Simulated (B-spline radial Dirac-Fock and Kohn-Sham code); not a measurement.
## Binding energies of Er³⁺ at several levels of theory

System: Er³⁺, 1s2 2s2 2p6 3s2 3p6 3d10 4s2 4p6 4d10 4f10 5s2 5p6 6p1 (not the ground configuration).

The density-functional columns are spherical, spin-unpolarised Dirac-Kohn-Sham results without Breit or QED terms: −ε is minus the orbital energy of the initial state and ΔSCF the difference of two total energies. The reference in the last column comes from Dirac-Fock energy differences between relaxed states, corrected for Breit and QED terms. All numbers are from a radial B-spline solver, in eV; a selection of levels is shown. The Kohn-Sham columns are given as differences from the reference. For the 1s level of heavy atoms much of the gap between ΔSCF and the reference is the Breit and QED part, -263.5 eV here; for other levels the error of the functional can be larger.

| level | LDA −ε − DF | LDA ΔSCF − DF | Dirac-Fock |
| --- | --- | --- | --- |
| 1s | -244.9 | +250.9 | 57532.7 |
| 2s | -150.5 | -59.7 | 9809.7 |
| 2p1/2 | -109.0 | +6.8 | 9315.8 |
| 2p3/2 | -118.4 | -16.0 | 8409.5 |
| 3s | -76.1 | -48.7 | 2277.3 |
| 3p1/2 | -60.2 | -31.0 | 2062.2 |
| 3p3/2 | -59.2 | -32.3 | 1869.1 |
| 3d3/2 | -38.5 | -6.5 | 1505.7 |
| 3d5/2 | -39.3 | -8.1 | 1464.5 |
| 4s | -38.5 | -25.4 | 509.8 |
| 4p1/2 | -31.2 | -18.2 | 422.7 |
| 4p3/2 | -31.3 | -18.8 | 379.1 |
| 4d3/2 | -18.8 | -6.5 | 234.8 |
| 4d5/2 | -18.8 | -6.7 | 226.9 |
| 4f | -7.0 | +3.8 | 54.71 |
| 5s | -10.7 | -2.6 | 101.4 |
| 5p1/2 | -5.8 | +1.8 | 73.52 |
| 5p3/2 | -5.8 | +1.4 | 67.06 |
| 6p | -1.9 | +1.0 | 22.76 |

Values without a named source are computed, but for edge energies of neutral atoms, which are taken from tables.
